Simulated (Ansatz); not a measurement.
Total energies of the cluster Sr₃⁺ (the lowest doublet isomer of a short search) from Ansatz at PBE0/def2-TZVP, gas phase (1 Eh = 27.2114 eV = 2625.5 kJ/mol). The reference geometry is relaxed at r2SCAN/def2-TZVP.

Cartesian coordinates in Å:
```
Sr 1.4383 4.0091 0.7163
Sr -1.4710 -3.9864 -0.7744
Sr 0.0327 -0.0226 0.0581
```

```csv
state,geometry,energy (Eh)
charge 1 doublet,reference,-91.89399
charge 0 singlet,reference,-92.04505
charge 1 quartet,relaxed at r2SCAN/def2-TZVP,-91.84506
```

In the def2 sets Sr takes a core potential; there is no spin–orbit coupling.

Question: Work out the vertical electron affinity, to the singlet.

Answer: E(charge 1 doublet) − E(charge 0 singlet) = -91.89399 − (-92.04505) = 0.15106 Eh = 4.11 eV.

Question: Which of the charge 1 states is lowest, and how far above it are the others?

Answer: The doublet. quartet: -91.84506 − (-91.89399) = 0.04893 Eh = 128.5 kJ/mol.

At PBE0/def2-TZVP the charge 1 doublet is spin-contaminated (final ⟨S²⟩ up to 0.84, 0.75 for a pure state). 

The structure comes from a short search, and lower isomers may exist.
